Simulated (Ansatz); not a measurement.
`C[Se]C[SiH3]` → `C[Se]C` + `[SiH2]` at 500 K and 1 bar (silylene formation by 1,1-elimination).

Computed with Ansatz on PBE0-D4/def2-TZVP structures; ΔE is electronic, products minus reactants. CCSD(T)/CBS is the MP2 limit (def2-TZVPP, def2-QZVPP) plus CCSD(T) − MP2 in def2-TZVPP, frozen cores. This one scheme is used for every species. For Se outer-core shells are correlated without core-valence functions, which leaves a few kJ/mol of doubt a bond. Scalar relativity is left out up to krypton. Each species was taken in one conformer, which may not be the lowest.

```json
{"species": "`C[Se]C[SiH3]`", "CCSD(T)/CBS energy (Eh)": "-2770.69677", "H − E (kJ/mol)": "284.1", "S (J/(mol·K))": "437.0"}
{"species": "`C[Se]C`", "CCSD(T)/CBS energy (Eh)": "-2480.41768", "H − E (kJ/mol)": "229.9", "S (J/(mol·K))": "346.1"}
{"species": "`[SiH2]`", "CCSD(T)/CBS energy (Eh)": "-290.19011", "H − E (kJ/mol)": "48.0", "S (J/(mol·K))": "226.5"}
```

H − E and S are ideal-gas, rigid-rotor, harmonic terms from PBE0-D4/def2-TZVP, for one conformer and one mirror image of each species. 1 Eh = 2625.50 kJ/mol, R = 8.31446 J/(mol·K).

Problem. By hand: ΔE, ΔH, ΔS and ΔG.

Solution. ΔE = (-2480.41768) + (-290.19011) − (-2770.69677) = 0.08898 Eh = 233.6 kJ/mol. Δ(H − E) = 229.9 + 48.0 − 284.1 = -6.2, so ΔH = 227.4 kJ/mol. ΔS = 346.1 + 226.5 − 437.0 = 135.6 J/(mol·K). ΔG = 227.4 − 500 × (135.6)/1000 = 159.6 kJ/mol.

Problem. By hand: the equilibrium constant, and the temperature at which ΔG would vanish if ΔH and ΔS stayed fixed.

Solution. log₁₀ K = −ΔG/(RT ln 10) = -16.7. ΔG = 0 at ΔH/ΔS = 1677 K.

The number of gas molecules changes by +1, which sets the sign of ΔS. A doubt of 5 kJ/mol in ΔE shifts log₁₀ K by 0.5 here. Other conformers and mirror images would add mixing entropy, several J/(mol·K) or more a flexible species. Modes under 60 cm⁻¹, often nearly free rotors, make the harmonic entropy too high. These are equilibria of isolated gas molecules and say nothing of rates. Largest T1 diagnostic: 0.014 (customary marks: 0.02 for closed shells, 0.045 for open ones).
